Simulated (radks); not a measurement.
Values are calculated unless marked as measured or tabulated.
Question: Ionisation of Cs+, [Xe], to Cs2+, [Kr] 4d10 5s2 5p5, under several functionals. Dirac Kohn-Sham, spin-unpolarised, spherical densities, finite nucleus; open shells are shared between the two j in proportion to 2j + 1; a radial shooting solver on a logarithmic mesh with Libxc functionals. The NIST Atomic Spectra Database gives 23.157 eV (measured). Rank these functionals by the error of their Delta-SCF ionisation energy: BLYP; AM05; Wu-Cohen GGA; BP86; exchange-only B88.

Answer: From best to worst: BLYP 23.494 eV (+0.337); AM05 23.691 eV (+0.534); exchange-only B88 22.593 eV (-0.564); Wu-Cohen GGA 23.724 eV (+0.566); BP86 23.799 eV (+0.642). Spin polarisation and multiplet splitting are left out, so open shells lie too high by an amount that depends on their filling. Sharing an open shell by 2j + 1 raises it above the true ground level by a part of the spin-orbit splitting, which enters the differences from NIST.

Beside tabulated values, note that spin-unpolarised runs miss the spin-polarisation part of the exchange energy of open shells.
